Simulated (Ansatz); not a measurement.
Isolated molecules relaxed with PBE0-D4/def2-TZVP in Ansatz; ΔE leaves out vibrations. CCSD(T)/CBS adds triple-zeta CCSD(T) − MP2 to the extrapolated MP2 energy (def2 sets, frozen cores). Functionals use def2-TZVPP. B3LYP here is the variant with VWN-RPA as its local correlation; programs differ in this. One conformer a species, not always the lowest.

Consider the formal exchange of groups at a B–N bond: `NB(F)[SiH3]` + `C=NC(C)=S` → `C=NB(F)[SiH3]` + `CC(N)=S`.

```tsv
level	ΔE (kcal/mol)	difference from CCSD(T)/CBS
PBE-D4	1.4	-3.2
r2SCAN-D4	1.7	-2.9
PBE0-D4	1.7	-2.9
B3LYP-D4	2.0	-2.6
ωB97X-V	3.0	-1.6
ωB97M-V	3.0	-1.6
B2PLYP	3.1	-1.5
PBE	1.1	-3.5
r2SCAN	1.6	-3.0
PBE0	1.4	-3.2
B3LYP	1.5	-3.1
HF/def2-TZVPP	2.8	-1.8
MP2/def2-TZVPP	5.3	0.7
SCS-MP2/def2-TZVPP	5.3	0.7
CCSD/def2-TZVPP	4.6	0.0
CCSD(T)/def2-TZVPP	5.1	0.5
HF/def2-QZVPP	2.7	-1.9
MP2/def2-QZVPP	5.0	0.4
SCS-MP2/def2-QZVPP	5.0	0.4
HF/CBS(def2)	2.7	-1.9
MP2/CBS(def2)	4.8	0.2
CCSD/CBS(def2)	4.1	-0.5
CCSD(T)/CBS	4.6	0
```

Largest T1 diagnostic among the species: 0.017.

In def2-TZVPP, CCSD(T) changes the Hartree–Fock value by +2.3 kcal/mol (the triples alone add +0.4 kcal/mol) and MP2 by +2.5 kcal/mol.
